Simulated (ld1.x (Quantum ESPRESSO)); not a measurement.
**Before and after: TM potential for cadmium**

| Property | Result |
| --- | --- |
| Element | cadmium |
| Generator | ld1.x (Quantum ESPRESSO) 7.5 |
| Type | norm-conserving Troullier–Martins (Kleinman–Bylander form) |
| Functional | PW91 |
| Relativity | scalar-relativistic |
| Frozen core | [Kr] |
| Valence charge | 12 |
| Reference configuration | 4d10 5s1.5 5p0 (charge +0.5) |
| Partial waves | 5s (bound): rc 2.35 bohr; 5p (bound, empty): rc 2.65 bohr; 4d (bound): rc 1.90 bohr |
| Local potential | all-electron potential smoothed inside 1.50 bohr (lloc = -1) |
| Core correction | Bessel-smoothed model core, default radius (core density twice the valence density) |

Change: all radii but the core radius scaled by about 1.18 (s 2.78, p 3.12, d 2.24 bohr); local potential all-electron potential smoothed inside 1.78 bohr (lloc = -1).

Cutoffs: the cutoffs (Ry, on a coarse ladder) from which the occupation-weighted sum of valence levels, in a spherical-Bessel basis at the reference potential, stays within 10 and 1 mRy of its value at 400 Ry; they do not see the model core or the augmentation charge, which bear on the density cutoff. Errors are all-electron minus pseudo energies relative to the spin-unpolarised reference configuration.

Question: What does the change do?

Answer: The potential gets softer (60 Ry and 90 Ry → 50 Ry and 90 Ry); the bound ghosts move from p, s to s; the number of tests that count goes from 6 to 7; of the 6 tests that both files solve, the error grows in 4 and shrinks in 0 by more than 15 % and 0.3 meV (median size 14.9 → 17.1 meV). A larger radius leaves more room for a smooth pseudo-wave, so fewer plane waves are needed. More of the atom is replaced by a form fitted at one configuration, so other configurations suffer.

| quantity | base | changed |
| --- | --- | --- |
| cutoff, loose | 60 Ry | 50 Ry |
| cutoff, tight | 90 Ry | 90 Ry |
| loose cutoff by channel (10 mRy a level) | s 6 Ry, d 50 Ry | s 6 Ry, d 40 Ry |
| bound ghosts | s, p | s |
| tests counted (converged, no solver errors) | 6 of 7 | 7 of 7 |
| error for 4d10 5s2 5p0, meV [ΔE -3.75 eV] | -0.2 | -0.6 |
| error for 4d10 5s1 5p0, meV [ΔE 5.60 eV] | -2.6 | -3.1 |
| error for 4d10 5s0 5p0, meV [ΔE 22.81 eV] | -27 | -31 |
| error for 4d9 5s0 5p0, meV [ΔE 60.90 eV] | -83 | -177 |
| error for 4d9 5s2 5p0, meV [ΔE 14.29 eV] | -95 | -85 |
| error for 4d10 5s1 5p1, meV [ΔE 0.95 eV] | -0.9 | -1.4 |

Base: Tests not counted: 4d10 5s0 5p2 (solver errors, printed error -1072 eV). These tests converged, but a pseudo level misses the all-electron one widely, so the file describes the atom poorly there or has found another state: 4d10 5s0 5p0: empty 5p by 3.8 eV. A true bound ghost makes a file unfit for plane-wave use even where its test errors are small: the radial tests pick states by their node count and pass the ghost by. Where a test does run into it, the solver fails or the error is huge.
